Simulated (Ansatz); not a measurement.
Geometry optimisation, RKS r2SCAN-D4/def2-SVP in Ansatz 0.2.0.

Input:

```yaml
crystal:
  periodic: [false, false, false]
  atoms:
    - { symbol: F, position_ang: [-1.5269, 1.126, 0.6315] }
    - { symbol: Zn, position_ang: [-0.4679, 1.0323, 1.3709] }
    - { symbol: O, position_ang: [1.1592, 0.1654, 0.8464] }
    - { symbol: In, position_ang: [1.0619, -1.0384, -0.5857] }
    - { symbol: F, position_ang: [0.4494, 0.2614, -1.9299] }
    - { symbol: H, position_ang: [-0.6336, -1.6107, -0.3794] }
basis:
  gaussian: { orbitals: def2-SVP }
hamiltonian:
  xc: r2scan
  dispersion: d4
relax:
  f_tol: 0.015
  max_steps: 40
output:
  orbitals: {}
```

Command:

```bash
$ ansatz run input.yaml --threads 2 --pin off --max-ram 3072MiB --backend cpu --events-out ev --progress --plain --runs-dir out
```

**Question.** Where does it end, and by what steps?

**Answer.** It converged. After 26 steps the energy has fallen by 10.092 eV; H6 moved furthest, 2.25 Å. The start is strongly strained (largest force component 39 eV/Å). Joined: Zn2–F5 (3.51 → 2.09 Å).

```csv
step,energy less start (eV),largest force component (eV/Å),accepted
0,0.0000,38.803,yes
1,-6.7263,11.021,yes
2,-8.5140,2.882,yes
3,-8.9293,0.337,yes
4,-9.0880,0.263,yes
5,-9.2163,0.228,yes
6,-9.3276,0.260,yes
7,-9.4189,0.404,yes
8,-9.4999,0.342,yes
9,-9.5624,0.163,yes
10,-9.6008,0.100,yes
11,-9.6049,0.735,yes
12,-9.6367,0.289,yes
13,-9.6582,0.356,yes
14,-9.6735,0.248,yes
15,-9.6998,0.266,yes
16,-9.7204,0.259,yes
17,-9.7400,0.314,yes
18,-9.7996,0.296,yes
19,-9.8782,0.381,yes
20,-9.9843,0.477,yes
21,-10.0494,0.356,yes
22,-10.0747,0.270,yes
23,-10.0735,0.513,no
24,-10.0901,0.140,yes
25,-10.0915,0.174,yes
26,-10.0922,0.012,yes
```

```xyz
6
Properties=species:S:1:pos:R:3
F -1.116 2.750 0.926
Zn -0.515 1.119 0.735
O -0.018 -0.574 1.305
In 0.541 -1.351 -0.387
F 0.024 0.504 -1.184
H 1.127 -2.513 -1.441
```

Whether the end is a true minimum wasn't checked by a vibrational analysis.

Time of the run: 76 s on 2 threads of Intel(R) Xeon(R) Platinum 8488C (Sapphire Rapids), on a shared host, peak memory 0.2 GiB.
